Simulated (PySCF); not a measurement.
Compound: C5H12NPSi.
Atom-mapped SMILES: `[CH2:1]=[CH:2][P@@:3]1(=[N:4][SiH3:5])[CH2:6][C@H:7]1[CH3:8]` (hydrogens: H9, H10 on C1; H11 on C2; H12, H13, H14 on Si5; H15, H16 on C6; H17 on C7; H18, H19, H20 on C8)

Computed with PySCF at PBE0/def2-SVPD, non-relativistic, on one gas-phase PBE0-D3(BJ)/def2-SVP geometry that isn't relaxed in the solvent. The solvent is an IEF-PCM continuum (cavity from Bondi-type radii × 1.2), and excitations are vertical TDDFT with non-equilibrium linear response and a frozen core. Only the electrostatic response of the medium enters.

Gas-phase singlets (H = HOMO, L = LUMO):

| state | E (eV) | λ (nm) | f | leading configurations |
| --- | --- | --- | --- | --- |
| S1 | 4.598 | 270 | 0.037 | H→L 84%, H-1→L 15% |
| S2 | 4.720 | 263 | 0.017 | H-1→L 84%, H→L 14% |
| S3 | 5.791 | 214 | 0.011 | H→L+1 82%, H→L+2 10% |
| S4 | 6.064 | 204 | 0.005 | H-1→L+1 75%, H-1→L+2 11% |
| S5 | 6.250 | 198 | 0.013 | H→L+2 83%, H→L+1 9% |

Give the list for chloroform (ε = 4.711), n² = 2.09.

```json
{"state": "S1", "E (eV)": "4.822", "λ (nm)": "257", "f": "0.088", "leading configurations": "H→L 93%", "change by rank (eV)": "+0.224"}
{"state": "S2", "E (eV)": "4.994", "λ (nm)": "248", "f": "0.018", "leading configurations": "H-1→L 94%", "change by rank (eV)": "+0.274"}
{"state": "S3", "E (eV)": "5.824", "λ (nm)": "213", "f": "0.014", "leading configurations": "H→L+1 92%", "change by rank (eV)": "+0.033"}
{"state": "S4", "E (eV)": "6.143", "λ (nm)": "202", "f": "0.013", "leading configurations": "H-1→L+1 90%", "change by rank (eV)": "+0.079"}
{"state": "S5", "E (eV)": "6.392", "λ (nm)": "194", "f": "0.022", "leading configurations": "H→L+2 88%", "change by rank (eV)": "+0.142"}
```

The ground-state energy changes by -0.188 eV from gas to chloroform. By how much does the total energy of gas-phase S1 change?

E(S1) = E(S0) + excitation energy, so it changes by -0.188 + 0.224 = +0.036 eV: it isn't lowered at all, while the ground state is. This is the vertical state, with the slow part of the continuum still set for S0.

How do the frontier levels move from gas to chloroform?

```tsv
orbital	gas (eV)	solvent (eV)	change (eV)	Löwdin shares, gas	Löwdin shares, solvent
LUMO+2	0.77	0.89	+0.12	C7 12 %, H17 12 %, C8 10 %, H19 9 %	Si5 29 %, H14 8 %, H13 8 %, H12 8 %
LUMO+1	0.39	0.48	+0.09	C2 12 %, C8 10 %, H11 9 %, Si5 9 %	Si5 22 %, P3 11 %, C1 9 %, C2 8 %
LUMO	-0.99	-0.80	+0.19	C1 37 %, C2 29 %, P3 8 %, H9 5 %	C1 37 %, C2 29 %, P3 9 %, H9 5 %
HOMO	-6.58	-6.61	-0.03	N4 39 %, P3 14 %, C7 11 %, C6 10 %	N4 35 %, P3 15 %, C7 12 %, C6 12 %
HOMO-1	-6.86	-6.97	-0.11	N4 50 %, Si5 12 %, P3 10 %, H13 7 %	N4 50 %, Si5 12 %, P3 10 %, H13 7 %
HOMO-2	-8.08	-8.02	+0.06	C1 22 %, C2 21 %, P3 10 %, N4 9 %	C1 24 %, C2 24 %, N4 14 %, P3 9 %
HOMO-3	-8.94	-8.89	+0.05	Si5 20 %, H14 13 %, C7 11 %, C6 10 %	C6 18 %, C7 18 %, Si5 10 %, C8 9 %
```

The HOMO–LUMO gap goes from 5.59 to 5.81 eV. Rows go by rank; for HOMO-3, LUMO+1 and LUMO+2 the atom shares or the degeneracy differ between the runs, so the row needn't follow one orbital.

The values belong to the conformer `[CH2:1]=[CH:2][P@@:3]1(=[N:4][SiH3:5])[CH2:6][C@H:7]1[CH3:8]`: C1–C2–P3–N4 0°.
